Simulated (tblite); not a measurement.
Run record: tight-binding relaxation, `n1[c]c([SiH]2CC2)n[se]1` [radical].

Computed with GFN2-xTB geometry optimisation, gas phase (tblite 0.8.0). Start geometry: from a force field or distance geometry. The input is one job of a driver script: a line of settings, then coordinates in Å.

Command:
```bash
OMP_NUM_THREADS=1 python probes_run.py task.json out
```

Input:
```
{"job": {"kind": "relax", "xc": "GFN2-xTB", "basis": "xTB"}, "charge": 0, "multiplicity": 2}
C      1.995400    -0.960500    -0.209400
N      3.160200    -1.092300     0.297500
Se     3.688700     0.243400     1.074300
N      1.993700     1.161000     0.596300
C      1.331700     0.217700    -0.065500
Si    -0.368100     0.523400    -0.777700
C     -1.560800    -0.790000    -0.235700
C     -1.800900     0.581000     0.382200
H     -0.485900     1.106500    -2.108700
H     -1.223700    -1.532000     0.512200
H     -2.278800    -1.102000    -1.024200
H     -1.675400     0.635900     1.485000
H     -2.780400     1.008500     0.055800
```

Output:
```
step      E/eV     max force
  0    -589.37457    4.205
  1    -589.86622    1.748
  2    -590.00394    1.041
  3    -590.08795    0.409
  4    -590.09894    0.309
  5    -590.10748    0.214
  6    -590.11242    0.251
  7    -590.11780    0.258
  8    -590.12102    0.210
  9    -590.12337    0.145
... (98 lines left out)
108    -590.26573    0.024
109    -590.26588    0.025
110    -590.26601    0.020
111    -590.26615    0.024
112    -590.26625    0.022
113    -590.26633    0.033
114    -590.26642    0.035
115    -590.26652    0.031
116    -590.26661    0.016
117    -590.26664    0.009
```

«max force» is the largest atomic force in eV/Å.

From which step on does the largest force stay under 0.1 eV/Å, and how much energy is left to gain from there?

From step 91 (0.046 eV/Å), 4.1 meV above the end.

Summary of the converged run: energy lowered by 20.6 kcal/mol over 117 steps; largest atomic force 0.009 eV/Å at the end.

Give the final coordinates.

0.712 Å rms from the input after alignment:
```
atom  x, y, z in Å
C1     1.6647   -0.6660    0.9482
N2     2.8453   -0.8446    1.3072
Se3    3.9009    0.2707    0.2643
N4     2.4063    0.8369   -0.5567
C5     1.3373    0.2535   -0.0834
Si6   -0.3696    0.6233   -0.7232
C7    -1.6183   -0.7812   -0.5188
C8    -1.7652    0.3328    0.5187
H9    -0.4732    1.6004   -1.7882
H10   -1.3019   -1.7440   -0.1442
H11   -2.4254   -0.8730   -1.2302
H12   -1.5412    0.0649    1.5413
H13   -2.6640    0.9267    0.4473
```

Hardware: Arm Neoverse V2, one thread, shared host with 32 logical CPUs at a one-minute load of 17. Cost: 0.74 s.
Labels such as C1 count atoms from 1, the log's own numbers from 0.
